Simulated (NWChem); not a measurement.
## Atomisation of C$_{3}$H$_{3}$N$_{2}$

```
N
H 1 1.0127
C 1 1.3571 2 126.10
N 3 1.3185 1 110.98 2 180.00
C 4 1.3252 3 105.29 1 0.00
C 5 1.3709 4 113.04 3 0.00
H 6 1.0857 5 133.85 4 180.00
H 3 1.0900 4 126.25 5 180.00
```
Charge 0, spin multiplicity 2.

All runs are NWChem calculations. Structure: optimised with UPBE0/def2-SVP, a minimum by its harmonic frequencies.

Basis set: def2-TZVP. The atomisation energy is electronic alone: no zero-point, thermal, spin-orbit or counterpoise terms. No value is extrapolated to the basis-set limit. Free atoms are single determinants with multiplicities C 3, N 4, H 2.

The structure started from a generated list of species. The unpaired electrons of the parent sit in orbitals of symmetry a' (Cs labels of the run); other states weren't searched. No SCF solution was tested for a lower state.

Q: For the atomisation energy, M06-2X gives 830.1 kcal/mol and PBE0 gives 843.3 kcal/mol. What do LDA (SVWN5), BHandHLYP, PBE give?

A: LDA (SVWN5): 993.5 kcal/mol; BHandHLYP: 785.2 kcal/mol; PBE: 874.5 kcal/mol.
